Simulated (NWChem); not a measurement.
Lowest excitation of disulfane (H2S2)

```
S
H 1 1.3555
S 1 2.0725 2 98.30
H 3 1.3555 1 98.30 2 -91.01
```
Charge 0, spin multiplicity 1.

Everything below was run with NWChem. Structure: optimised with PBE0/def2-SVP, a minimum by its harmonic frequencies. It is one conformer; others weren't searched.

Basis set: def2-SVPD.

```
method    lowest vertical singlet excitation energy (eV)  relative cost  difference from EOM-CCSD
--------  ----------------------------------------------  -------------  ------------------------
CIS                                                 5.40              1                     +0.46
TD-B3LYP                                            4.57              3                     -0.37
EOM-CCSD                                            4.94              5                      0.00
TD-PBE0                                             4.67              3                     -0.27
TD-PBE                                              4.40        under 3                     -0.54
```

The values span 1.00 eV, from TD-PBE (lowest) to CIS (highest). Relative cost: rough, from shared machines, SCF included, CIS = 1.

The correlated methods keep 10 core orbitals frozen. B3LYP has NWChem's definition, with VWN1-RPA local correlation. Coupled-cluster values serve here as a point of comparison, not as the truth.
